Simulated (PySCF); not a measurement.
Threshold energies of GeH in a plasma

r²SCAN in PySCF with def2-TZVPPD on every atom, for the lowest determinant that a PBE0 search found; no spin–orbit coupling.

```
species  state (unpaired electrons)  Re (Å)  ωe (cm⁻¹)  energy of the minimum from the neutral (eV)  De (eV)  dissociates to
    GeH               doublet (π ↑)   1.597       1899                                         0.00     2.96          Ge + H
   GeH⁺      singlet (closed shell)   1.585       2007                                         7.96     3.08         Ge⁺ + H
   GeH⁻              triplet (π ↑↑)   1.628       1696                                        -1.16     2.98         Ge⁻ + H
```

Q: Work out the lowest energy to break GeH into atoms, from its vibrational ground state.

A: D0 = De − ωe/2 = 2.96 − 0.12 = 2.84 eV (r²SCAN/def2-TZVPPD).

Q: Work out the ionisation energy of the Ge atom at this level and the threshold of dissociative ionisation.

A: IE(Ge) = 7.96 + 3.08 − 2.96 = 8.08 eV, so Ge⁺ + H + e⁻ appears at D0 + IE(Ge) = 10.92 eV (r²SCAN/def2-TZVPPD). The measured IE(Ge) is 7.899 eV (NIST ASD).

Q: Work out the electron affinity of the Ge atom and the threshold of dissociative attachment.

A: EA(Ge) = 2.96 − 2.98 − (-1.16) = 1.14 eV, so Ge⁻ + H needs D0 − EA(Ge) = 1.70 eV (r²SCAN/def2-TZVPPD). The measured EA(Ge) is 1.233 eV.

These are thermodynamic thresholds; the onsets seen under electron impact lie higher where the geometry changes, and cross-sections peak well above them.

Spin–orbit coupling is left out. For an ion De counts to the pair picked by the measured ionisation energies or electron affinities, which need not be the lowest pair at this level. The highest Kohn–Sham level is positive in this anion. Much of that is self-interaction error, but it also means that the finite basis helps to hold the extra electron. States were picked by a PBE0 search and need not be the measured ground states.
